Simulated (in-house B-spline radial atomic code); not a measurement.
Ionising the lutetium ion Lu⁴⁺ with different functionals

Computed with an all-electron radial atomic-structure program (B-spline basis): scalar-relativistic (spin-free X2C) Hamiltonian, Fermi nucleus of rms radius 5.37 fm, spin-polarised at highest spin, spherical fractional occupations for the functionals, the average over the highest-spin determinants for Hartree-Fock. The ionisation energy is the difference of two self-consistent energies, [Xe] 4f13 → [Xe] 4f12, without Breit or QED terms; ε is the level of the shell that loses the electron (its least bound occupied spin orbital). There is no spin-orbit coupling in this Hamiltonian.

Hybrids are left out here: with spherical fractional occupations of an open shell their exact exchange keeps a self-interaction that integer-occupation calculations don't have.

| method | rung | ΔSCF (eV) | -ε(4f) (eV) |
| --- | --- | --- | --- |
| Hartree-Fock | Hartree-Fock | 64.23 | 70.69 |
| LDA VWN5 | LDA | 68.91 | 57.49 |
| LDA PW92 | LDA | 68.90 | 57.48 |
| LDA exchange-only | LDA | 66.84 | 55.50 |
| PBE | GGA | 68.48 | 57.08 |
| PBEsol | GGA | 68.55 | 57.15 |
| BLYP | GGA | 68.27 | 56.88 |
| RPBE | GGA | 68.41 | 57.01 |
| PW91 | GGA | 68.60 | 57.20 |
| BP86 | GGA | 68.61 | 57.20 |
| AM05 | GGA | 68.63 | 57.22 |
| OLYP | GGA | 69.12 | 57.67 |
| TPSS | meta-GGA | 68.24 | 56.86 |
| SCAN | meta-GGA | 68.47 | 57.14 |
| r2SCAN | meta-GGA | 68.38 | 57.01 |
| revTPSS | meta-GGA | 68.26 | 56.87 |

**Question.** How do they compare with the NIST value?

**Answer.** NIST lists 66.8 eV ± 0.3 (semi-empirical, ground level to ground level). Errors run from -2.57 to +2.32 eV. The correlated functionals all miss on the same side by more than they spread, so the cause is common to them (spin-orbit coupling, Breit-QED terms, multiplet and fine-structure energies, or a listed next ion that isn't the cheapest removal here) and closeness doesn't rank the functionals. Hartree-Fock also lacks correlation.
